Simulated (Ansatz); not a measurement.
`F[CH2][AlH][F]`, relaxed with RKS PBE-D4/def2-SVP in the Gaussian-basis code of Ansatz from a rough embedded geometry. The force threshold is 0.03 eV/Å; the program also tests the step.

The species carries charge 0 and has multiplicity 1.

Start:

```xyz
7

F     1.651   -0.606   -0.493
C     0.712    0.355   -0.488
Al   -0.824   -0.347    0.532
F    -0.736   -0.795    2.209
H     1.076    1.293    0.013
H     0.413    0.596   -1.546
H    -2.292   -0.497   -0.226
```

(1) By how much does the energy fall, and how many steps does the optimiser take? (Estimate.)

(2) Which bonds change most? (Best estimate.)

(3) Give the relaxed structure. (An estimate is asked.)

## Answers

(1) Ansatz gave: 21.82 kJ/mol, in 15 steps, 1 of them rejected.

(2) Ansatz gave: Al3–H7 from 1.659 to 1.593 Å; Al3–F4 from 1.739 to 1.679 Å; F1–C2 from 1.344 to 1.395 Å; C2–Al3 from 1.973 to 1.987 Å.

(3) Ansatz gave: 
```xyz
7

F     1.899   -0.233   -0.028
C     0.702    0.326   -0.475
Al   -0.887   -0.343    0.513
F    -0.681   -1.391    1.808
H     0.761    1.440   -0.394
H     0.586    0.128   -1.570
H    -2.380    0.073    0.146
```
